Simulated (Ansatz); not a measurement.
# Strength of the O–Ga bond: C2H9GaO → C2H6O + GaH3

Species: C2H9GaO `C[O+](C)[GaH3-]`, singlet; C2H6O (dimethyl ether) `COC`, singlet; GaH3 `[GaH3]`, singlet. 

Shapes, held fixed at every level: PBE0-D4/def2-TZVP. Programs: Ansatz 0.2.0. The zero-point and thermal change to 298 K, harmonic and unscaled (PBE0-D4/def2-TZVP), is -8.2 kJ/mol.

```
                level                   kind  ΔH(298 K) (kJ/mol)  less CCSD(T)/def2-TZVPP  CPU time (sum over the molecules)
     SPW92/def2-TZVPP                    LDA               +89.8                    +15.3                              8.6 s
    PBE-D4/def2-TZVPP                    GGA               +64.4                    -10.1                               17 s
 r2SCAN-D4/def2-TZVPP               meta-GGA               +72.5                     -2.0                               33 s
  BHLYP-D4/def2-TZVPP          global hybrid               +70.9                     -3.6                               21 s
r2SCAN0-D4/def2-TZVPP          global hybrid               +72.8                     -1.7                               34 s
       MP2/def2-TZVPP    perturbation theory               +75.9                     +1.4                                  –
     CCSD(T)/def2-SVP  coupled cluster or CI               +78.7                     +4.2                               45 s
   CCSD(T)/def2-TZVPP  coupled cluster or CI               +74.5                      0.0                             19 min
```

The highest level, CCSD(T)/def2-TZVPP, gives ΔH(298 K) = +74.5 kJ/mol; the levels span +64.4 to +89.8. Both fragments are taken as closed shells, so no electrons are unpaired. The column of differences is taken from that level and isn't an error. No measured value is set beside it here. Relativity is left out for Ga. Outer-core shells of Ga are correlated in most correlated rows, in sets that cover them unevenly. Times are processor times on shared x86 and Arm servers, and rough.
